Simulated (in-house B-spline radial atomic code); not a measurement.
Ag⁺. Computed with a B-spline radial atomic code. Model: non-relativistic spherical atom: semilocal Troullier-Martins pseudo-atom, one channel per l, against all electrons, high spin, G0W0 and RPA with empty states to l = 8, local potential for every l without a channel, a model core (radius 0 = none) keeps its share of the functional.

Without relativity these are model numbers for so heavy an element.

What the tables leave out is listed at the end.

The pseudopotential gives back the lowest level of each angular momentum of its own functional in the configuration it was made in; a second state of the same l is only approximately right. Exact exchange, RPA and GW see the smooth pseudo-orbitals and miss the exchange with the core, for which the functional's share stands in. The column with an uncorrelated core keeps all orbitals and exact exchange, and so separates missing core correlation from pseudisation. Only the three outermost levels and the lowest empty one were computed. RPA here is direct RPA, with no exchange kernel, and its energies carry an (l + 1/2)⁻⁴ tail. A hybrid on a potential with a model core restores only its own semilocal share of the core's exchange.

Command:
```bash
python run_psgw.py task.json out
```
Settings (lengths in bohr, energies in hartree):
```
Z                      47
electrons              46
configuration          [Kr] 4d10
generated_in           [Kr] 4d10 5s1
functional             lda,vwn
core_shells            6
radius_factor          0.9
core_correction        False
```

Run time, properties included: 38 s on 1 thread of Arm Neoverse N1, with other jobs on the host.

Given: made with LDA VWN5; model core radius 0 bohr; local radius 0.786 bohr; mean-field start PBE0.

Valence shells of the generating configuration: 4s, 4p, 4d, 5s.

Channel: s 0.761, p 0.793, d 0.93 (radii in bohr).

Computed: largest level miss in the spin-unpolarised generating configuration 0.149 eV; valence RPA correlation energy all-electron orbitals -1.1212 hartree; all-electron RPA polarisability, core included 7.6285 bohr³; pseudo-atom RPA polarisability 7.5144 bohr³.

| level | occupied | mean-field all-electron (eV) | mean-field pseudo minus all (eV) | G0W0 all-electron (eV) | G0W0 uncorrelated core minus all (eV) | G0W0 pseudo minus all (eV) | exchange self-energy all-electron (eV) | exchange self-energy pseudo (eV) |
| --- | --- | --- | --- | --- | --- | --- | --- | --- |
| 4d | 1 | -17.742 | -0.132 | -22.135 | 0.116 | -0.266 | -35.74 | -31.928 |
| 5s (empty) | 0 | -9.322 | -0.193 | -7.1523 | 0.028 | -0.147 | -2.9531 | -2.4379 |

**Question.** What is the valence RPA correlation energy pseudo?

**Answer.** -1.1782 hartree.

Given: mean-field start Hartree-Fock.

Computed: valence RPA correlation energy all-electron orbitals -0.98694 hartree; valence RPA correlation energy pseudo -1.0378 hartree; pseudo-atom RPA polarisability 5.4688 bohr³.

| level | occupied | mean-field all-electron (eV) | mean-field pseudo minus all (eV) | G0W0 all-electron (eV) | G0W0 uncorrelated core minus all (eV) | G0W0 pseudo minus all (eV) | exchange self-energy all-electron (eV) | exchange self-energy pseudo (eV) |
| --- | --- | --- | --- | --- | --- | --- | --- | --- |
| 4d | 1 | -22.458 | -0.187 | -22.407 | 0.12 | -0.108 | -35.909 | -32.26 |
| 5s (empty) | 0 | -5.839 | -0.103 | -6.7461 | 0.016 | -0.115 | -1.7833 | -1.4941 |

**Question.** What is the all-electron RPA polarisability, core included?

**Answer.** 5.5807 bohr³.

Among the listed levels the largest G0W0 shift of the pseudo-atom is -0.27 eV, for 4d on the PBE0 start, while leaving the core uncorrelated moves that level by +0.12 eV. So pseudisation and the lost core exchange, not the missing core correlation, make the error. Not in the tables (levels of low weight, unsolved or above zero; the highest and the empty levels are kept at any weight): on LDA, a start not tabulated, the G0W0 levels 4d (pseudo minus all -0.10 eV, weights 0.19 and 0.41), 4p (pseudo minus all -0.27 eV, weights 0.08 and 0.08), 4s (pseudo minus all -0.27 eV, weights 0.23 and 0.22), 5s (pseudo minus all -0.20 eV, weights 0.94 and 0.94); on PBE0 the G0W0 levels 4p (pseudo minus all -0.29 eV, weights 0.23 and 0.22), 4s (pseudo minus all -5.62 eV, weights 0.29 and 0.01); on Hartree-Fock the G0W0 levels 4p (pseudo minus all -0.24 eV, weights 0.52 and 0.52), 4s (pseudo minus all +0.38 eV, weights 0.09 and 0.52).
